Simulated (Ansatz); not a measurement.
Compare A (`CC(O)O[SiH3]`) with its isomer B (`CC[SiH](O)O`).

Program: Ansatz. Geometries: PBE0-D4/def2-TZVP. ΔE: electronic, gas phase. CCSD(T)/CBS is the MP2 limit (def2-TZVPP, def2-QZVPP) plus CCSD(T) − MP2 in def2-TZVPP, frozen cores. DFT in def2-TZVPP. B3LYP here is the variant with VWN-RPA as its local correlation; programs differ in this. Each species was taken in one conformer, which may not be the lowest.

A:

Z-matrix (Å, degrees):
```
C
C 1 1.507
H 1 1.091 2 110.5
H 1 1.091 2 109.2 3 -120.0
H 1 1.091 2 110.1 3 120.3
O 2 1.389 1 107.8 3 -179.7
O 2 1.414 1 111.4 3 61.2
H 2 1.104 1 110.6 3 -59.0
H 6 0.962 2 108.1 1 -175.8
Si 7 1.644 2 124.5 1 -86.8
H 10 1.480 7 106.4 2 -169.0
H 10 1.491 7 110.1 2 -49.1
H 10 1.488 7 112.0 2 71.1
```

B:

```xyz
13

C    -0.4106   -0.1566    1.7550
C    -0.6480    0.5154    0.4042
Si    0.6388    0.1029   -0.8720
O     0.3924    0.8826   -2.3010
O     0.5776   -1.5357   -1.0367
H    -0.4165   -1.2443    1.6590
H     0.5572    0.1285    2.1769
H    -1.1776    0.1202    2.4824
H    -0.6740    1.6054    0.5136
H    -1.6288    0.2278    0.0060
H     2.0032    0.5360   -0.4758
H    -0.4586    0.7678   -2.7268
H     1.2451   -1.9499   -1.5849
```

(1) Which isomer does CCSD(T)/CBS put lower? Give the gap. (An estimate is asked.)

(2) Give E(B) − E(A) in kcal/mol with CCSD(T)/def2-TZVPP, PBE0-D4, B3LYP-D4, r2SCAN-D4, B2PLYP, CCSD/def2-TZVPP, PBE-D4. (An estimate is asked.)

Largest T1 diagnostic: 0.011.

## Answers

(1) Ansatz gave: B, by 57.7 kcal/mol.

(2) Ansatz gave: CCSD(T)/def2-TZVPP -56.1, PBE0-D4 -55.4, B3LYP-D4 -55.1, r2SCAN-D4 -56.2, B2PLYP -56.4, CCSD/def2-TZVPP -56.3, PBE-D4 -54.1. None reverses the order clearly.

From PBE to PBE0 (25 % exact exchange), in def2-TZVPP and without D4, E(B) − E(A) moves by −1.3 kcal/mol. In def2-TZVPP, CCSD(T) changes the Hartree–Fock value by −2.4 kcal/mol (the triples alone add +0.2 kcal/mol) and MP2 by −5.6 kcal/mol.
